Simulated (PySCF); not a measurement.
B3LYP has the VWN-RPA correlation part, as in Gaussian. Delta-SCF ions had no search for a lower state. Excitations are Tamm–Dancoff values on a coarser integration grid. The basis has no diffuse functions, so Rydberg states are missing or too high.

# CH4B2O, SMILES `C(BB)=O` (H–B–B–C torsion 95°, B–B–C–O torsion 87°) (charge 0, multiplicity 1)

These are B3LYP-D3(BJ)/def2-TZVP run with PySCF 2.14.0 values and carry that method's errors.

| Property | Value |
|---|---|
| HOMO | -7.03 eV |
| dipole moment | 2.47 D |
| LUMO | -2.38 eV |
| HOMO–LUMO gap | 4.65 eV |
| S1 excitation (TDA) | 3.68 eV |
| S1 oscillator strength | 0.021 |
| T1 excitation (TDA) | 3.02 eV |
| S1–T1 gap (TDA) | 0.65 eV |
| vertical ionisation energy (Delta-SCF) | 9.62 eV |
| total energy | -165.4394 Ha |
| cost | around 60 core-seconds (rough) |

```xyz
8

B     -1.4322    -0.0513    -0.0403
B      0.0874    -0.3180    -0.5652
C      1.3707     0.3115     0.0966
O      1.9003    -0.2679     1.0229
H     -2.1157     0.8004    -0.5256
H     -1.9161    -0.6966     0.8391
H      0.3049    -1.0473    -1.4891
H      1.8008     1.2691    -0.2810
```
Charge 0, spin multiplicity 1.
